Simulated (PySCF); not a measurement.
1-chlorocyclopenta-1,3-diene (C5H5Cl), SMILES C1C=CC=C1Cl. Atoms are numbered in the order given.

```xyz
11

Cl    -0.0009     2.0049     0.0000
C     -0.0695     0.2864     0.0000
C     -1.1728    -0.4860     0.0000
C     -0.7373    -1.8945     0.0000
C      0.6102    -1.9545     0.0000
C      1.1729    -0.5584     0.0000
H     -2.2047    -0.1327     0.0000
H     -1.4201    -2.7470     0.0000
H      1.2226    -2.8579     0.0000
H      1.7977    -0.3520     0.8869
H      1.7977    -0.3520    -0.8869
```

Geometry: ωB97X-D3(BJ)/def2-SVP. The values are those of a single conformer.

The numbers are results of HF/def2-TZVP run with PySCF, not measurements.

Gas-phase values at a fixed geometry.

```
Item                                                                                                            Value
---------------------------------------------------------------------------------------------  ----------------------
total energy                                                                                       -651.78921 hartree
point group                                                                                                        Cs
highest occupied level                                                                                       -8.45 eV
lowest empty level                                                                                            2.81 eV
orbital gap                                                                                                  11.26 eV
dipole moment                                                                                                  1.59 D
quadrupole, principal values (traceless, Buckingham form, about the centre of nuclear charge)  -4.58, -1.20, 5.78 D·Å
mean static polarisability                                                                       65.3 bohr³ (9.68 Å³)
polarisability, principal values                                                               42.7, 69.5, 83.8 bohr³
```
